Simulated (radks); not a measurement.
Task: Species: Gd6+. Configuration: [Kr] 4d10 4f6 5s2 5p4. Method: scalar-relativistic Kohn-Sham, SCAN, spin-polarised, spherical densities, finite nucleus; open shells are filled with parallel spins first (spin-orbit coupling, left out, can overturn this in heavy ions); meta-GGA in the generalised Kohn-Sham scheme; Fermi nuclear charge, rms radius 5.1569 fm; computed with a radial shooting solver on a logarithmic mesh with Libxc functionals. Some entries of the table are withheld. Estimate them.

orbital,occ.,eigenvalue (hartree),r(max) (bohr)
1s up,1,-1846.695,0.01392
1s down,1,-1846.688,0.01392
2s up,1,-308.2273,0.07892
2s down,1,-308.2195,0.07892
2p up,3,-274.4709,0.06396
2p down,3,-274.4616,0.06396
3s up,1,-71.06431,0.2239
3s down,1,-70.94694,0.2238
3p up,3,-60.53163,0.2199
3p down,3,-60.40908,0.2197
3d up,5,-46.62681,0.1804
3d down,5,-46.52481,0.1802
4s up,1,-16.92489,0.5155
4s down,1,-16.65526,0.5154
4p up,3,-13.42467,0.5375
4p down,3,-13.15565,0.5375
4d up,5,-8.57315,0.5575
4d down,5,-8.29490,0.5578
5s up,1,(1),(2)
5s down,1,(3),(4)
5p up,3,-3.65745,1.288
5p down,1,-3.45812,1.303
4f up,6,-3.29768,0.5566

Result: 
(1) 5s up eigenvalue (hartree): -4.61256
(2) 5s up r(max) (bohr): 1.162
(3) 5s down eigenvalue (hartree): -4.39670
(4) 5s down r(max) (bohr): 1.168
